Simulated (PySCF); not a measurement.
Ga+ (gallium, charge +1): UHF calculation

Configuration: [Ar] 3d10 4s2, closed-shell 1S. Computed with PySCF 2.14 in cc-pVTZ-DK (6s5p3d1f, 43 functions), with scalar relativity by spin-free X2C-1e.

```
Total energy                        : -1941.971459 hartree
One-electron energy                 : -2699.7191 hartree
Hartree (Coulomb) energy            : 832.0905 hartree
Exchange energy                     : -74.3429 hartree
⟨S²⟩                                : 0.0000
⟨L²⟩                                : 0.000
Sum of ⟨r⟩                          : 19.58 bohr
Sum of ⟨r²⟩                         : 24.90 bohr²
Langevin diamagnetic susceptibility : -19.7 ×10⁻⁶ cm³/mol
Time after the integrals            : 0.13 s of wall time on 1 thread of Neoverse-V1 (shared host)
```

| shell | electrons | mean orbital energy (eV) | rms radius, mean of both spins (bohr) |
| --- | --- | --- | --- |
| 1s | 2 | -10449.0 | 0.0560 |
| 2s | 2 | -1349.3 | 0.235 |
| 2p | 6 | -1171.3 | 0.211 |
| 3s | 2 | -187.29 | 0.698 |
| 3p | 6 | -131.33 | 0.738 |
| 3d | 10 | -39.962 | 0.895 |
| 4s | 2 | -19.037 | 2.48 |

Densities and radii are taken from the X2C orbitals without a picture-change correction, which distorts them close to the nucleus.
